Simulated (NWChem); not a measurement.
Species: ZrH$_{4}$O; SMILES [OH][ZrH3]

All runs: NWChem. All runs use the structure optimised with PBE0/def2-SVP. def2 effective core potentials on Zr; no spin-orbit coupling. B3LYP is NWChem's, with the RPA form of VWN correlation.

Problem. Predict the results for B3LYP/def2-SVP (core potentials). Quantities: highest occupied level (eV); orbital gap (eV); dipole (D).

Solution. 
* **highest occupied level (eV)**: -7.77
* **orbital gap (eV)**: 5.80
* **dipole (D)**: 2.10
